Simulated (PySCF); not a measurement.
Cartesian coordinates (Å):
SMILES: [c]1cc[nH]c1
```xyz
9

C      0.5918    -1.2720     0.0256
C      1.2967    -0.0589     0.0761
C      0.3282     0.9139     0.0260
N     -0.8931     0.3115    -0.0504
C     -0.7457    -1.0553    -0.0517
H      2.3588     0.0993     0.1399
H      0.4215     1.9865     0.0393
H     -1.7707     0.7963    -0.0987
H     -1.5875    -1.7214    -0.1062
```
Charge 0, spin multiplicity 2.

Q: What is the computed dipole moment, highest occupied spin orbital and total energy (PBE-D3(BJ)/def2-TZVP // CAM-B3LYP-D3(BJ)/def2-TZVP (PySCF))?

A: 
```yaml
dipole_moment: 2.59 D
highest_occupied_spin_orbital: -5.24 eV
total_energy: -209.2956 Ha
```
